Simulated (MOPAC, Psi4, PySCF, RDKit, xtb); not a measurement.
Two geometries of SMILES S/C=C\[SiH3] (C2H6SSi), relaxed at B3LYP-D3(BJ)/def2-SVP with one dihedral held; other torsions can differ between them too.

Structure A

```
10

Si     1.3123     0.3443    -0.1410
C     -0.1211    -0.8478    -0.3882
C     -1.3806    -0.6266     0.0181
S     -1.9281     0.8406     0.8890
H      2.5460    -0.2729    -0.7082
H      1.0689     1.6388    -0.8471
H      1.5188     0.6298     1.3068
H      0.0640    -1.7954    -0.9111
H     -2.1656    -1.3813    -0.1084
H     -1.5898     1.7343    -0.0712
```

Structure B

```
10

Si    -1.2951     0.3281    -0.1334
C      0.1419    -0.8719    -0.3683
C      1.3911    -0.6523     0.0621
S      1.8775     0.8746     0.8822
H     -2.5163    -0.3102    -0.7083
H     -1.0529     1.6167    -0.8394
H     -1.5413     0.5957     1.3126
H     -0.0419    -1.8249    -0.8833
H      2.1964    -1.3785    -0.0995
H      1.6030     0.4651     2.1448
```

Task: Which is lower in energy at the level DF-MP2 (frozen core)/cc-pVTZ // B3LYP-D3(BJ)/def2-SVP (Psi4), and by how much?

Result: A is lower, by 1.26 kJ/mol (dihedral C2–C3–S4–H10: 60° in A, 90° in B).

E(B) − E(A) in kJ/mol at the other levels, on the same two geometries: MMFF94 // B3LYP-D3(BJ)/def2-SVP (RDKit) 5.35; PBE/def2-TZVP // B3LYP-D3(BJ)/def2-SVP (Psi4) 3.14; PBE-D3(BJ)/def2-TZVP // B3LYP-D3(BJ)/def2-SVP (Psi4) 3.37; wB97X-D/def2-TZVP // B3LYP-D3(BJ)/def2-SVP (Psi4) 1.86; HF/cc-pVTZ // B3LYP-D3(BJ)/def2-SVP (Psi4) -1.37; UFF // B3LYP-D3(BJ)/def2-SVP (RDKit) -10.93; AM1, restricted, heats of formation // B3LYP-D3(BJ)/def2-SVP (MOPAC) 3.17; PM7, restricted, heats of formation // B3LYP-D3(BJ)/def2-SVP (MOPAC) -1.65; GFN1-xTB // B3LYP-D3(BJ)/def2-SVP (xtb) 2.44; restricted B3LYP/6-31G*, spherical d // B3LYP-D3(BJ)/def2-SVP (PySCF) 1.19; restricted Hartree-Fock/LANL2DZ, with its core potentials past Ne // B3LYP-D3(BJ)/def2-SVP (PySCF) -1.85; restricted B3LYP/6-311+G**, spherical d, density fitting // B3LYP-D3(BJ)/def2-SVP (PySCF) 1.29; restricted Hartree-Fock/6-31G*, spherical d // B3LYP-D3(BJ)/def2-SVP (PySCF) -1.97.

MMFF94 has few fitted parameters for silicon.
